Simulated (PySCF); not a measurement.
Mg(Cl)(OSiH3) (ClH3MgOSi), SMILES [O]([SiH3])[Mg][Cl]. Atoms are numbered in the order given.

```xyz
7

Mg     0.0000     0.0000     0.6819
Cl     0.0000     0.0000     2.8759
O      0.0000     0.0000    -1.1037
Si     0.0000     0.0000    -2.7425
H     -1.2106     0.6990    -3.2832
H      0.0000    -1.3979    -3.2832
H      1.2106     0.6990    -3.2832
```

The structure is a stationary point at PBE0-D3(BJ)/def2-SVP. Other conformers were not sampled.

All values below come from PySCF 2.14.0 with PBE0-D3(BJ)/def2-SVP.

Frequencies are harmonic and unscaled.

Modes within 1.5 cm⁻¹ of each other (mostly degenerate sets) share a row, with their intensities summed.

Computed vibrational spectrum:
```tsv
mode	ν (cm⁻¹)	IR (km/mol)	Raman (Å⁴/amu)	depolarisation	moving atoms (share of kinetic energy)
1–2	59	7.7	0.3	0.75	O 34 %, Mg 25 %, Si 15 %, Cl 15 %, H 12 %
3–4	158	138.5	0.0	–	Mg 51 %, O 39 %
5	319	2.4	10.4	0.19	Cl 56 %, Si 32 %, O 9 %
6	640	39.4	1.6	0.23	Mg 69 %, Si 16 %, Cl 11 %
7–8	736	137.3	15.0	0.75	H 83 %, Si 10 %
9–10	956	173.0	56.5	0.75	H 96 %
11	1003	347.4	20.8	0.69	H 89 %, Si 10 %
12	1095	429.9	2.5	0.20	O 76 %, Si 14 %, Mg 8 %
13–14	2202	379.3	193.8	0.75	H 96 %
15	2213	102.1	222.2	0.01	H 99 %
```
